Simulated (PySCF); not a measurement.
Species: C3H8BFO.
Geometry (PBE0-D3(BJ)/def2-SVP, Å), atoms numbered from 1 in this order:
```
atom  x, y, z in Å
B1     2.1232   -0.8007    0.3928
O2     1.1832   -0.4977   -0.5220
C3     0.4708    0.7018   -0.5087
F4     0.8827    1.4305   -1.5823
C5    -1.0107    0.4352   -0.6192
C6    -1.5741   -0.3418    0.5573
H7     2.6773   -1.8661    0.2761
H8     2.3666   -0.0204    1.2892
H9     0.7274    1.2729    0.4041
H10   -1.5078    1.4129   -0.7196
H11   -1.1707   -0.1065   -1.5654
H12   -1.4268    0.1964    1.5075
H13   -1.0944   -1.3277    0.6495
H14   -2.6540   -0.5082    0.4362
```

The closed-shell ground state was solved at several levels (PySCF, density fitting, gas phase, non-relativistic).

```csv
level,basis functions,HOMO (eV),LUMO (eV),gap (eV),dipole (D)
PBE0/6-31+G*,124,-8.94,-0.72,8.22,2.15
BHandHLYP/pcSseg-1,142,-10.42,0.41,10.83,2.17
PBE0/pcSseg-1,142,-8.93,-0.62,8.31,2.07
PBE0/def2-SVP,124,-8.83,-0.49,8.34,2.01
PBE0/STO-3G,38,-5.73,3.17,8.90,1.85
CAM-B3LYP/pcSseg-1,142,-10.41,0.49,10.90,2.10
```

**Question.** What might LC-wPBE/pcSseg-1 (142 basis functions) give for the same quantities?

**Answer.** HOMO -11.76 eV, LUMO 1.76 eV, gap 13.52 eV, dipole 2.11 D.

**Question.** Over all these levels, which gives the widest orbital gap and which the narrowest?

**Answer.** LC-wPBE/pcSseg-1 (range-separated hybrid) has the widest, 13.52 eV, and PBE0/6-31+G* (global hybrid, 25 % exact exchange) the narrowest, 8.22 eV. Functional and basis both differ between the two, so the spread mixes both effects.

**Question.** How much does the basis alone move the frontier levels among the 4 PBE0 rows?

**Answer.** The HOMO by 3.21 eV and the LUMO by 3.89 eV. By rising basis size (HOMO, LUMO in eV): STO-3G -5.73, 3.17; 6-31+G* -8.94, -0.72; def2-SVP -8.83, -0.49; pcSseg-1 -8.93, -0.62.

**Question.** How far do the dipole and the HOMO energy spread over the levels?

**Answer.** The dipole runs from 1.85 to 2.17 D (mean 2.06 D) and the HOMO from -11.76 to -5.73 eV.

One conformer stands for the species.
